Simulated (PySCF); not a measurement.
PySCF job for C₃H₈AlCl, SMILES [CH2]([Al]([Cl])[CH3])C, TDA-PBE/def2-SVPD. Geometry optimised at B3LYP-D3(BJ)/def2-SVP. The structure was generated by enumeration; whether it is a known compound was not checked. The values are those of a single conformer.

```python
import numpy as np
from pyscf import gto, scf, dft, tdscf

mol = gto.M(
    atom='''
    Al   -0.42112994   -0.38393729    0.00000000
    Cl    1.67684423   -0.74194599    0.00000000
    C    -1.59124245   -1.94476899   -0.00000000
    H    -1.39955632   -2.57799429    0.88372693
    H    -1.39955632   -2.57799429   -0.88372694
    H    -2.66034035   -1.67664555   -0.00000000
    C    -1.01647451    1.48170793    0.00000000
    C     0.06398719    2.57260411   -0.00000000
    H    -1.68882377    1.60100190    0.87269371
    H    -1.68882377    1.60100190   -0.87269371
    H     0.71892602    2.49539440   -0.88276972
    H     0.71892602    2.49539440    0.88276972
    H    -0.37003556    3.58684984   -0.00000000
    ''',
    basis='def2-SVPD',
    charge=0,
    spin=0,
    symmetry=True,
    max_memory=1600,
    verbose=4,
)
mf = dft.RKS(mol, xc='pbe').density_fit(auxbasis='def2-universal-jkfit')
mf.grids.level = 3
mf.conv_tol = 1e-9
mf.max_cycle = 100
mf.kernel()
mf.grids = dft.Grids(mol).set(level=1).build(with_non0tab=True)  # coarser grid for the response kernel
td = tdscf.TDA(mf)
td.singlet = True
td.nstates = 10
td.conv_tol = 1e-4
td.positive_eig_threshold = 1e-6
td.kernel(x0=td.get_init_guess(mf, 15))
td.analyze()
tt = tdscf.TDA(mf)
tt.singlet = False
tt.nstates = 4
tt.conv_tol = 1e-4
tt.positive_eig_threshold = 1e-6
tt.kernel(x0=tt.get_init_guess(mf, 9))
tt.analyze(verbose=3)
```

Program output:

```
PySCF version 2.14.0

[INPUT] verbose = 4
[INPUT] num. atoms = 13
[INPUT] num. electrons = 56
[INPUT] charge = 0
[INPUT] spin (= nelec alpha-beta = 2S) = 0
[INPUT] symmetry True subgroup None
[INPUT] Mole.unit = angstrom
[INPUT] Symbol           X                Y                Z      unit          X                Y                Z       unit  Magmom
[INPUT]  1 Al    -0.421129940000  -0.383937290000   0.000000000000 AA   -0.795820249455  -0.725536327108   0.000000000000 Bohr   0.0
[INPUT]  2 Cl     1.676844230000  -0.741945990000   0.000000000000 AA    3.168776348257  -1.402074720319   0.000000000000 Bohr   0.0
[INPUT]  3 C     -1.591242450000  -1.944768990000   0.000000000000 AA   -3.007012428282  -3.675080766647   0.000000000000 Bohr   0.0
[INPUT]  4 H     -1.399556320000  -2.577994290000   0.883726930000 AA   -2.644778140704  -4.871703158793   1.670001866603 Bohr   0.0
[INPUT]  5 H     -1.399556320000  -2.577994290000  -0.883726940000 AA   -2.644778140704  -4.871703158793  -1.670001885500 Bohr   0.0
[INPUT]  6 H     -2.660340350000  -1.676645550000   0.000000000000 AA   -5.027314659630  -3.168400897471   0.000000000000 Bohr   0.0
[INPUT]  7 C     -1.016474510000   1.481707930000   0.000000000000 AA   -1.920858436501   2.800022184296   0.000000000000 Bohr   0.0
[INPUT]  8 C      0.063987190000   2.572604110000   0.000000000000 AA    0.120918264581   4.861517194830   0.000000000000 Bohr   0.0
[INPUT]  9 H     -1.688823770000   1.601001900000   0.872693710000 AA   -3.191414397955   3.025455115908   1.649152102531 Bohr   0.0
[INPUT] 10 H     -1.688823770000   1.601001900000  -0.872693710000 AA   -3.191414397955   3.025455115908  -1.649152102531 Bohr   0.0
[INPUT] 11 H      0.718926020000   2.495394400000  -0.882769720000 AA    1.358573281624   4.715611988773  -1.668193001859 Bohr   0.0
[INPUT] 12 H      0.718926020000   2.495394400000   0.882769720000 AA    1.358573281624   4.715611988773   1.668193001859 Bohr   0.0
[INPUT] 13 H     -0.370035560000   3.586849840000   0.000000000000 AA   -0.699265864750   6.778163847540   0.000000000000 Bohr   0.0

nuclear repulsion = 259.038261319544
point group symmetry = Cs
symmetry origin: [ 6.74902116e-10  3.37450988e-10 -3.37451091e-10]
symmetry axis x: [1.00000000e+00 2.14790185e-09 1.65142141e-10]
symmetry axis y: [ 2.14790185e-09 -1.00000000e+00 -2.00224469e-10]
symmetry axis z: [-1.65142141e-10 -2.00224476e-10  1.00000000e+00]
num. orbitals of irrep A' = 114
num. orbitals of irrep A" = 61
number of shells = 77
number of NR pGTOs = 257
number of NR cGTOs = 175
basis = def2-SVPD
ecp = {}


[settings echo left out]
init E= -820.91854631094
HOMO (A') = -0.322566727363566  LUMO (A") = -0.0801396143840614  gap/eV = 6.59678
cycle= 1 E= -820.916827592661  delta_E= 0.00172  |g|= 0.684  |ddm|= 4.36
HOMO (A') = -0.146383491489623  LUMO (A") = -0.0373508534789377  gap/eV = 2.96693
cycle= 2 E= -820.718626080049  delta_E= 0.198  |g|= 1.07  |ddm|= 2.33
HOMO (A') = -0.237883778070286  LUMO (A") = -0.0553384026734158  gap/eV = 4.96731
cycle= 3 E= -821.050183514122  delta_E= -0.332  |g|= 0.0734  |ddm|= 1.52
HOMO (A') = -0.233560555326307  LUMO (A") = -0.0549943886327005  gap/eV = 4.85903
cycle= 4 E= -821.051277473196  delta_E= -0.00109  |g|= 0.0403  |ddm|= 0.158
HOMO (A') = -0.235237599140398  LUMO (A") = -0.055318403756365  gap/eV = 4.89585
cycle= 5 E= -821.05171648865  delta_E= -0.000439  |g|= 0.0103  |ddm|= 0.0604
HOMO (A') = -0.234620284878004  LUMO (A") = -0.0550270411685836  gap/eV = 4.88698
cycle= 6 E= -821.051744675666  delta_E= -2.82e-05  |g|= 0.00299  |ddm|= 0.0165
HOMO (A') = -0.234731332479237  LUMO (A") = -0.0551612063798461  gap/eV = 4.88635
cycle= 7 E= -821.051747020623  delta_E= -2.34e-06  |g|= 0.000696  |ddm|= 0.00494
HOMO (A') = -0.234790066873857  LUMO (A") = -0.0552276845498141  gap/eV = 4.88614
cycle= 8 E= -821.051747157069  delta_E= -1.36e-07  |g|= 0.000241  |ddm|= 0.00141
HOMO (A') = -0.234780789316395  LUMO (A") = -0.0552081523252093  gap/eV = 4.88642
cycle= 9 E= -821.051747175801  delta_E= -1.87e-08  |g|= 3.93e-05  |ddm|= 0.000545
HOMO (A') = -0.234781823087995  LUMO (A") = -0.0552086835442136  gap/eV = 4.88643
cycle= 10 E= -821.05174717614  delta_E= -3.39e-10  |g|= 1.69e-05  |ddm|= 6.92e-05
HOMO (A') = -0.234780936820346  LUMO (A") = -0.0552091264736028  gap/eV = 4.88640
Extra cycle  E= -821.05174717603  delta_E= 1.1e-10  |g|= 2.65e-05  |ddm|= 5.4e-05
converged SCF energy = -821.05174717603
tot grids = 47984
Overwritten attributes  positive_eig_threshold  of <class 'pyscf.tdscf.rks.TDA'>


******** <class 'pyscf.tdscf.rks.TDA'> for <class 'pyscf.df.df_jk.DFSymAdaptedRKS'> ********
nstates = 10 singlet
deg_eia_thresh = 1.000e-03
wfnsym = None
conv_tol = 0.0001
eigh lindep = 1e-12
eigh level_shift = 0
eigh max_cycle = 100


Excitation energies (eV)
[4.96676866 5.56584758 6.10449273 6.46774295 6.51582252 6.62367579
 6.68655108 6.7614382  6.88379775 6.9384417 ]

** Singlet excitation energies and oscillator strengths **
Excited State   1:   A"      4.96677 eV    249.63 nm  f=0.0004
      28 -> 29       -0.70547
Excited State   2:   A'      5.56585 eV    222.76 nm  f=0.0950
      28 -> 30        0.69491
Excited State   3:   A"      6.10449 eV    203.10 nm  f=0.0029
      25 -> 29        0.14661
      27 -> 29        0.68918
Excited State   4:   A"      6.46774 eV    191.70 nm  f=0.0056
      25 -> 29       -0.68266
      27 -> 29        0.13609
Excited State   5:   A'      6.51582 eV    190.28 nm  f=0.0107
      26 -> 29       -0.22766
      27 -> 30       -0.66375
Excited State   6:   A'      6.62368 eV    187.18 nm  f=0.0243
      25 -> 30       -0.10789
      26 -> 29        0.45464
      27 -> 30       -0.13051
      28 -> 31       -0.49662
Excited State   7:   A'      6.68655 eV    185.42 nm  f=0.0258
      25 -> 30       -0.30479
      26 -> 29        0.39128
      27 -> 30       -0.13441
      28 -> 31        0.47168
Excited State   8:   A"      6.76144 eV    183.37 nm  f=0.0408
      26 -> 30       -0.69812
Excited State   9:   A'      6.88380 eV    180.11 nm  f=0.0039
      24 -> 29        0.65617
      28 -> 32        0.21766
Excited State  10:   A'      6.93844 eV    178.69 nm  f=0.0689
      24 -> 29        0.15382
      25 -> 30        0.57410
      26 -> 29        0.20721
      27 -> 30       -0.11372
      28 -> 31        0.14106
      28 -> 32       -0.22239

** Transition electric dipole moments (AU) **
state          X           Y           Z        Dip. S.      Osc.
  1         0.0000      0.0000      0.0550      0.0030      0.0004
  2         0.0046      0.8347      0.0000      0.6968      0.0950
  3         0.0000     -0.0000      0.1389      0.0193      0.0029
  4        -0.0000     -0.0000      0.1886      0.0356      0.0056
  5        -0.1648     -0.2001     -0.0000      0.0672      0.0107
  6        -0.2332      0.3084     -0.0000      0.1495      0.0243
  7        -0.3360     -0.2109      0.0000      0.1574      0.0258
  8        -0.0000      0.0000     -0.4961      0.2461      0.0408
  9         0.0251      0.1495     -0.0000      0.0230      0.0039
 10        -0.6305      0.0881     -0.0000      0.4053      0.0689

** Transition velocity dipole moments (imaginary part, AU) **
state          X           Y           Z        Dip. S.      Osc.
  1        -0.0000     -0.0000     -0.0133      0.0002      0.0006
  2         0.0120      0.1504     -0.0000      0.0228      0.0742
  3         0.0000      0.0000     -0.0097      0.0001      0.0003
  4         0.0000      0.0000     -0.0145      0.0002      0.0006
  5        -0.0512     -0.0484     -0.0000      0.0050      0.0138
  6        -0.0140      0.0650     -0.0000      0.0044      0.0121
  7        -0.0280     -0.0578      0.0000      0.0041      0.0112
  8        -0.0000     -0.0000     -0.0726      0.0053      0.0141
  9         0.0181      0.0200     -0.0000      0.0007      0.0019
 10        -0.1112      0.0102      0.0000      0.0125      0.0326

** Transition magnetic dipole moments (imaginary part, AU) **
state          X           Y           Z
  1        -0.7455     -0.0144      0.0000
  2        -0.0000      0.0000      0.2203
  3         0.1625     -0.3887     -0.0000
  4         0.1612     -0.8297     -0.0000
  5         0.0000     -0.0000      0.5260
  6        -0.0000      0.0000      0.3737
  7         0.0000     -0.0000      0.0369
  8        -0.2044     -0.4612      0.0000
  9         0.0000     -0.0000      0.5646
 10         0.0000     -0.0000      0.0170


******** <class 'pyscf.tdscf.rks.TDA'> for <class 'pyscf.df.df_jk.DFSymAdaptedRKS'> ********
nstates = 4 triplet
deg_eia_thresh = 1.000e-03
wfnsym = None
conv_tol = 0.0001
eigh lindep = 1e-12
eigh level_shift = 0
eigh max_cycle = 100


Excitation energies (eV)
[4.68402526 5.15444143 5.8155309  5.99787952]

** Triplet excitation energies and oscillator strengths **
Excited State   1:   A"      4.68403 eV    264.70 nm  f=0.0000
Excited State   2:   A'      5.15444 eV    240.54 nm  f=0.0000
Excited State   3:   A"      5.81553 eV    213.19 nm  f=0.0000
Excited State   4:   A'      5.99788 eV    206.71 nm  f=0.0000
```

The run converged.
